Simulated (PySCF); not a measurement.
C3H7NSi, SMILES C1C([SiH3])=NC1. Heavy atoms are numbered as in [SiH3:1][C:2]1=[N:3][CH2:4][CH2:5]1. Hydrogens are named by the atom that carries them.

Geometry optimised at PBE0-D3(BJ)/def2-SVP. This is a generated structure with no PubChem entry under its InChIKey; it may be hypothetical.

The numbers are results of HF/pcSseg-1 run with PySCF, not measurements.

GIAO shieldings, no solvent; atoms alike by connectivity are averaged. δ = σ(ref) − σ: ²⁹Si against TMS (σ = 393.8 ppm); ¹³C against TMS (σ = 192.6 ppm); ¹⁵N against NH3 (σ = 267.3 ppm); ¹H against TMS (σ = 31.99 ppm), references at their B3LYP-D3(BJ)/def2-TZVP geometries, non-relativistic.

Computed chemical shifts:
| nucleus | atoms | count | δ (ppm) |
|---|---|---|---|
| ²⁹Si | Si1 (SiH3) | 1 | -71.8 |
| ¹³C | C2 | 1 | 217.3 |
| ¹³C | C4 (CH2) | 1 | 60.4 |
| ¹³C | C5 (CH2) | 1 | 37.3 |
| ¹⁵N | N3 | 1 | 512.0 |
| ¹H | H on C4 | 2 | 4.50 |
| ¹H | H on Si1 | 3 | 4.24 |
| ¹H | H on C5 | 2 | 3.03 |
